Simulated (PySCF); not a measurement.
Peak assignment

Cartesian coordinates in Å; atom numbers follow the order of the lines, from 1:
```xyz
12

Si   -2.221    0.156    0.276
N    -0.503    0.342    0.431
Si    0.736   -0.492   -0.433
P     2.655    0.189    0.500
H    -2.490    0.011   -1.151
H    -2.685   -1.031    1.001
H    -2.807    1.371    0.840
H    -0.200    0.829    1.260
H     0.656   -1.950   -0.274
H     0.598   -0.159   -1.856
H     3.453   -0.577   -0.325
H     2.809    1.310   -0.293
```

- PBE0/pcSseg-1 with gauge-including orbitals
- GFN2-xTB structure
- program: PySCF
- relativity neglected, a single conformation, one averaged value for each set of equivalent atoms, isolated molecule

Referencing at the same level of theory: 1H (σref 31.72) against TMS.

Task: Assign these signals to the numbered atoms. 1H NMR (400 MHz, computed): δ 5.24 (m, 2H), 4.74 (s, 3H), 1.15 (m, 2H), -0.66 (br s, 1H).

Result: 
```tsv
δ (ppm)	atoms	environment	reason
5.24	H9/H10	hydrogen on a silicon bonded to N, P	–
4.74	H5/H6/H7	hydrogen on a silicon bonded to N	–
1.15	H11/H12	hydrogen on a phosphorus bonded to Si	–
-0.66	H8	hydrogen on a nitrogen bonded to 2 Si	exchangeable; this is the value without hydrogen bonding to other molecules
```

OH and NH positions are those of a molecule without intermolecular hydrogen bonds; in solution they move with solvent, concentration and temperature, and exchange usually removes their couplings. Multiplicities follow the n + 1 count of equivalent neighbours, as no J values were calculated; m marks all less simple cases, F and P coupling included.
